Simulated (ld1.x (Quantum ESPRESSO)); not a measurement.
# Transferability test, ultrasoft potential for germanium (Ge)

germanium, ultrasoft, made with ld1.x (Quantum ESPRESSO) 7.5 (LDA (PZ), scalar-relativistic). Core [Ar] 3d10, reference 4s2 4p2. Waves: 4s (bound): rcut 1.85, rcutus 2.10 bohr; 4s channel at 0.5 Ry: rcut 1.85, rcutus 2.10 bohr; 4p (bound): rcut 1.75, rcutus 2.05 bohr; 4p channel at 0.55 Ry: rcut 1.75, rcutus 2.05 bohr. Local part: all-electron potential smoothed inside 2.05 bohr (lloc = -1). Core correction: Bessel-smoothed model core inside 2.00 bohr. Augmentation charge: built from norm-conserving waves at rcut, not smoothed further.

Energies are relative to the spin-unpolarised reference configuration 4s2 4p2; without spin polarisation the order of configurations can differ from experiment. Spin-polarised rows fill each open shell by Hund’s rule, majority spin first.

Problem. Give the all-electron excitation energy and the error of the potential for: 4s2 4p1; 4s2 4p0; 4s1 4p0; 4s1 4p3; 4s2 4p2.3; 4s2 4p1.5; 4s1 4p2; 4s2 4p2 (spin-polarised); 4s2 4p1 (spin-polarised).

Solution.

```
   valence configuration  charge  ΔE all-electron (eV)  error AE − PS (meV)
                 4s2 4p1      +1                 7.636                 -6.0
                 4s2 4p0      +2                23.352                  -44
                 4s1 4p0      +3                58.570                 -224
                 4s1 4p3       0                 8.044                 -8.5
               4s2 4p2.3    -0.3                -0.928                  0.0
               4s2 4p1.5    +0.5                 2.889                 -1.2
                 4s1 4p2      +1                16.413                  -25
4s2 4p2 (spin-polarised)       0                -0.563                 +6.4
4s2 4p1 (spin-polarised)      +1                 7.451                 -3.4
```

Levels in the configuration 4s2 4p2 (spin-polarised):

```csv
level,all-electron (eV),pseudo (eV)
4s up,-12.348,-12.360
4p up,-4.451,-4.454
4s down,-11.164,-11.140
```
